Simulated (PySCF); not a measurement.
C4H4, SMILES C=C1C=C1.

The structure is a stationary point at B3LYP-D3(BJ)/def2-SVP.

All values below come from PBE/def2-TZVPD in PySCF.

Isolated molecule, no solvent.

```json
{
 "total_energy": "-154.55489 hartree",
 "point_group": "C2v",
 "highest_occupied_level": "-5.02 eV",
 "lowest_empty_level": "-1.76 eV",
 "orbital_gap": "3.25 eV",
 "dipole_moment": "2.04 D",
 "quadrupole, principal values (traceless, Buckingham form, about the centre of nuclear charge)": "-4.81, 0.58, 4.23 D·Å",
 "mean_static_polarisability": "49.5 bohr³ (7.33 Å³)",
 "polarisability_principal_values": "33.5, 46.6, 68.3 bohr³"
}
```
